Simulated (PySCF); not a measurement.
**Badger's rule along the fourth-period p block: bonds to Pb**

r²SCAN in PySCF with def2-SVP on every atom (core potentials on Pb), for the lowest determinant that a PBE0 search found; no spin–orbit coupling. Badger's rule says that Re = d + c·k^(−1/3) for bonds between atoms of fixed rows.

| molecule | state (unpaired electrons) | Re (Å) | k (mdyn/Å) |
| --- | --- | --- | --- |
| PbSe | singlet (closed shell) | 2.432 | 2.81 |
| AsPb | doublet (π ↑) | 2.533 | ? |
| PbBr | doublet (π ↑) | 2.638 | ? |
| GePb | triplet (π ↑↑) | 2.656 | ? |
| GaPb | quartet (σ ↑, π ↑↑) | 2.718 | 0.838 |

**Question.** Fix c and d from PbSe and GaPb.

**Answer.** c = (2.718 − 2.432)/(0.838^(−1/3) − 2.81^(−1/3)) = 0.812, d = 2.432 − c·2.81^(−1/3) = 1.856 Å.

**Question.** Predict k of the others and set the computed values beside them.

**Answer.** 

```tsv
molecule	k by the rule	k computed	difference (%)
AsPb	1.73	1.89	-8
PbBr	1.12	1.54	-27
GePb	1.05	1.40	-25
```

The rule misses by 20 % on average; it knows nothing of spin state or of how ionic a bond is, and both change along this series.

These are scalar-relativistic numbers at best; spin–orbit coupling would shift them, the dissociation energy most. States were picked by a PBE0 search and need not be the measured ground states.
